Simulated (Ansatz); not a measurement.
`C=[C]([SiH3])[GeH3]` + H₂Te → `C=[C]([GeH3])[TeH]` + SiH₄  (substitution at a C–Si bond)

Computed with Ansatz on PBE0-D4/def2-TZVP structures; ΔE is electronic, products minus reactants. CCSD(T)/CBS is the MP2 limit (def2-TZVPP, def2-QZVPP) plus CCSD(T) − MP2 in def2-TZVPP, frozen cores. This one scheme is used for every species. DFT in def2-TZVPP. def2 core potentials past Kr. For Ge, Te outer-core shells are correlated without core-valence functions, which leaves a few kJ/mol of doubt a bond. Scalar relativity is left out up to krypton.

CCSD(T)/CBS gives +24.6 kJ/mol.

**Question.** Another level gave +31.6 kJ/mol. Which?
A. HF/def2-TZVPP
B. PBE0/def2-TZVPP
C. B2PLYP/def2-TZVPP
D. MP2/def2-TZVPP

**Answer.** B. PBE0 31.6, HF/def2-TZVPP 39.4, MP2/def2-TZVPP 19.9, B2PLYP 27.2 kJ/mol.

Largest T1 diagnostic among the species: 0.012.

In def2-TZVPP, CCSD(T) changes the Hartree–Fock value by −12.6 kJ/mol (the triples alone add −3.3 kJ/mol) and MP2 by −19.5 kJ/mol. From PBE to PBE0 (25 % exact exchange), in def2-TZVPP and without D4, ΔE moves by +4.5 kJ/mol.
